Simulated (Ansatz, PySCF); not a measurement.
CH3BClFO, SMILES O(B(Cl)F)C. Atoms are numbered in the order given.

```xyz
8

B      0.4768     0.3032    -0.0281
F      1.5161     1.1112     0.1007
Cl    -0.7960     0.3870     1.2055
O      0.4405    -0.5279    -1.0731
C     -0.5824    -1.4585    -1.3771
H     -1.0013    -1.2129    -2.3643
H     -0.1406    -2.4649    -1.4232
H     -1.3849    -1.4438    -0.6242
```
Charge 0, spin multiplicity 1.

The structure is a stationary point at r2SCAN-D4/def2-SVP. Other conformers were not sampled.

Vertical ionisation energy (IE) and electron affinity (EA) in eV. Rows of orbital energies are one-electron estimates. Where ΔSCF, EOM or ADC give a negative EA the extra electron is unbound and the value depends on the basis.

| level | IE | EA |
|---|---|---|
| −ε(HOMO), −ε(LUMO), PBE0/def2-TZVP (PySCF) | 9.30 | -0.53 |
| ΔSCF, CAM-B3LYP/def2-SVPD (Ansatz), final states of multiplicity 2 and 2 | 11.88 | -1.22 |

Problem. What vertical singlet–triplet gap does ΔSCF give with CAM-B3LYP/def2-SVPD (Ansatz, a first-principles code)? (The exact figures need the calculation; the answer reports its results.)

Solution. 7.85 eV (triplet above singlet where positive).
